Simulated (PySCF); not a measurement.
C4H4BrCl, SMILES ClC1=C(Br)CC1.

Geometry: B3LYP-D3(BJ)/def2-SVP.

Method: B3LYP/def2-TZVP in PySCF.

Symmetry labels are those of the subgroup Cs that the program uses (full group Cs).

Computed valence orbital energies around the gap with their symmetry:
| orbital | symmetry | energy (eV) |
|---|---|---|
| HOMO−7 | A" | -10.70 |
| HOMO−6 | A' | -10.17 |
| HOMO−5 | A" | -10.09 |
| HOMO−4 | A' | -9.83 |
| HOMO−3 | A" | -8.93 |
| HOMO−2 | A' | -8.72 |
| HOMO−1 | A' | -8.13 |
| HOMO | A" | -6.71 |
| LUMO | A" | -0.41 |
| LUMO+1 | A' | 0.00 |
| LUMO+2 | A' | 0.89 |
| LUMO+3 | A' | 1.16 |
